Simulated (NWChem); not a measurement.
WNHSF2; SMILES [NH]=[W](=[S])([F])[F]

All runs: NWChem. Coordinates come from a PBE0/def2-SVP optimisation. def2 effective core potentials on W; no spin-orbit coupling. Hybrids' shares of exact exchange are those that their runs print; pure functionals count as 0. The functionals differ in more than this share.

```
row                                   share of exact exchange  highest occupied level (eV)
------------------------------------  -----------------------  ---------------------------
PBE/def2-SVP                                             0.00                        -6.61
LDA (Slater exchange, VWN5)/def2-SVP                     0.00                        -6.76
TPSSh/def2-SVP                                           0.10                        -7.22
B3LYP/def2-SVP                                           0.20                     withheld
PW6B95/def2-SVP                                          0.28                        -7.93
Hartree-Fock/def2-SVP                                    1.00                       -10.59
```

Q: Fit a straight line of the last column on the one before it, predict the withheld value, and compare with the run.

A: 
1. Means of the 5 shown rows: x = 0.276, y = -7.822. Slope Σ(x − x̄)(y − ȳ)/Σ(x − x̄)² = -2.738/0.7075 = -3.870; intercept -6.754.
2. The shown rows scatter about the line by 0.086 (root mean square); the largest residual is +0.14, at PBE/def2-SVP.
3. At x = 0.20 (B3LYP/def2-SVP; inside the shown range) the line gives -7.53.
4. The run gives -7.57, -0.04 from the line, 0.5 times the scatter.
